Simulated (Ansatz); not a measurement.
Cartesian coordinates in Å:
```
C -2.462 1.743 0.882
C -1.460 0.730 1.346
O -0.798 0.863 2.344
C -1.274 -0.483 0.445
C -0.222 -0.106 -0.589
O -0.539 0.447 -1.613
C 1.210 -0.428 -0.228
C 1.454 -1.919 -0.474
C 2.189 0.434 -1.001
H -2.295 1.973 -0.174
H -2.401 2.644 1.490
H -3.467 1.316 0.957
H -0.941 -1.316 1.063
H -2.200 -0.724 -0.079
H 1.309 -0.240 0.848
H 1.356 -2.153 -1.537
H 0.757 -2.552 0.081
H 2.466 -2.186 -0.161
H 2.027 1.495 -0.803
H 3.215 0.185 -0.721
H 2.076 0.278 -2.076
```

Total charge 0; spin multiplicity 1.

Task: List the PBE/def2-TZVPP orbital energies in eV (Ansatz 0.2.0). (Estimate.)

Result: Computed: Occupied: -510.18, -510.15, -271.56, -271.44, -269.45, -269.43, -269.12, -269.08, -268.68, -26.49, -26.33, -20.35, -19.51, -18.14, -17.13, -15.62, -13.55, -12.82, -12.33, -11.85, -11.50, -11.05, -10.89, -10.56, -10.12, -9.91, -9.54, -9.40, -9.14, -8.97, -8.78, -8.44, -8.29, -6.06, -5.75. Lowest empty: -2.31, -1.14, 0.23, 0.80, 1.27, 1.61, 1.88, 2.02.
